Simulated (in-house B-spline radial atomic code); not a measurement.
HSE06 excitations of F⁵⁺

Method: HSE06. Computed with an all-electron radial atomic-structure program (B-spline basis): linear response of the closed shell [He] 2s2 with the functional's adiabatic kernel; non-relativistic, point nucleus, no spin-orbit coupling, no double excitations, S, P, D and F terms only.

Command:
```bash
python run_td.py task.json out
```
Settings (radii: box in bohr, nucleus in fm):
```
Z                        9
electrons                4
configuration            [He] 2s2
hamiltonian              nr
method                   hse06
box_radius               16.35
intervals                48
```

Cost of the run: 0.1 s on 1 thread of Intel(R) Xeon(R) 6975P-C (Granite Rapids) (shared host).

The lowest states, in the order of their Tamm-Dancoff energies; the method's threshold (minus the highest occupied level) is 146.40 eV. Labels give the largest channel, * marks a mixed state, and oscillator strengths are full-response dipole values. Semilocal kernels can invert the small singlet-triplet splittings of Rydberg terms. Energies in eV:

```tsv
state	full response	Tamm-Dancoff	oscillator strength
2s → 2p 3P	8.856	10.372	-
2s → 2p 1P	?	?	?
2s → 3s 3S	90.25	90.27	-
2s → 3s 1S	92.55	92.58	-
2s → 3p 3P	94.78	94.80	-
2s → 3p 1P	?	?	?
2s → 3d 3D	97.20	97.24	-
2s → 3d 1D	98.94	98.94	-
2s → 4s 3S	118.27	118.28	-
2s → 4s 1S	118.92	118.93	-
```

Where does 2s → 3p 1P lie?

At 95.48 eV in full response, 95.48 eV in Tamm-Dancoff, oscillator strength 0.451.

Where does 2s → 2p 1P lie?

At 21.299 eV in full response, 22.348 eV in Tamm-Dancoff, oscillator strength 0.426.

How large is the singlet-triplet splitting of 2s → 2p (P terms) in Tamm-Dancoff?

12 eV, from the unrounded values.

What polarisabilities and dispersion coefficient does the method give?

Dipole 0.7556 bohr³, quadrupole 0.2084 bohr⁵, C6 0.3797 hartree·bohr⁶ for two such species.
